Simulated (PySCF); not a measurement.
Stretching KSe

Set-up: basis K def2-SVP, Se def2-SVP; no relativity; PySCF 2.14. Energies in eV from K + Se in their ground configurations at the same level. State: ²Π (doublet), unpaired electrons π ↑.

```tsv
R (Å)	UHF-CCSD(T)
2.669	-1.686
2.788	-1.879
2.877	-1.954
2.966	-1.986
3.055	-1.985
3.174	-1.947
3.322	-1.860
3.500	-1.718
```

Problem. Put a parabola through the three lowest points of the UHF-CCSD(T) curve and estimate Re, k and ωe (reduced mass 26.19 u; 1 eV/Å² = 0.16022 mdyn/Å; ωe = 1302.8·√(k/μ) cm⁻¹).

Solution. Through R = 2.877, 2.966, 3.055 Å the second-order coefficient is 2.08 eV/Å², so Re ≈ 3.008 Å, k ≈ 0.667 mdyn/Å and ωe ≈ 208 cm⁻¹. A polynomial fit of higher order to the unrounded UHF-CCSD(T) energies gives Re = 3.006 Å, k = 0.571 mdyn/Å, ωe = 192 cm⁻¹; anharmonicity and rounding make the difference.

The higher-order fit for each curve: UHF-CCSD(T): Re = 3.006 Å, ωe = 192 cm⁻¹, De = 1.99 eV.

Correlated steps freeze 14 core orbitals. Correlated levels converge slowly with the basis: in double zeta they bind strong bonds too weakly, by up to about 1 eV, and carry superposition errors of some tenths. Spin–orbit coupling is left out. The state is the lowest determinant that a PBE0 search found; another state may lie lower at other levels.
